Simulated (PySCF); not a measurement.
BO, SMILES [B]=O (connectivity only; charge and spin as stated), charge +1, multiplicity 1. Atoms are numbered in the order given.

```xyz
2

B      0.0000     0.0000    -0.7348
O      0.0000     0.0000     0.4593
```
Charge +1, spin multiplicity 1.

Coordinates come from a r2SCAN-D4/def2-TZVPD optimisation. The spin state was assumed, not searched.

Method: PySCF with B3LYP/def2-TZVPD.

Gas-phase values at a fixed geometry.

Problem. Estimate the frontier levels, gap, dipole moment and polarisability. (The exact figures need the calculation; the answer reports its results.)

Solution. 
```yaml
highest_occupied_level: -19.74 eV
lowest_empty_level: -16.49 eV
orbital_gap: 3.25 eV
dipole_moment_about_the_centre_of_nuclear_charge: 1.237 e·Å
mean_static_polarisability: 15.2 bohr³ (2.25 Å³)
polarisability_principal_values: 14.2, 14.2, 17.2 bohr³
```
